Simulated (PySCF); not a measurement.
GeH₃, SMILES [GeH3-], charge -1.

The structure is a stationary point at PBE-D3(BJ)/def2-TZVPD.

Method: PBE-D3(BJ)/def2-TZVPD (PySCF).

Frequencies are harmonic and unscaled.

Modes within 1.5 cm⁻¹ of each other (mostly degenerate sets) share a row, with their intensities summed.

```json
[
 {"mode": "1", "ν (cm⁻¹)": "805", "IR (km/mol)": "127.1", "moving atoms (share of kinetic energy)": "H 97 %"},
 {"mode": "2–3", "ν (cm⁻¹)": "853", "IR (km/mol)": "80.3", "moving atoms (share of kinetic energy)": "H 99 %"},
 {"mode": "4", "ν (cm⁻¹)": "1692", "IR (km/mol)": "559.7", "moving atoms (share of kinetic energy)": "H 99 %"},
 {"mode": "5–6", "ν (cm⁻¹)": "1699", "IR (km/mol)": "1309.1", "moving atoms (share of kinetic energy)": "H 99 %"}
]
```
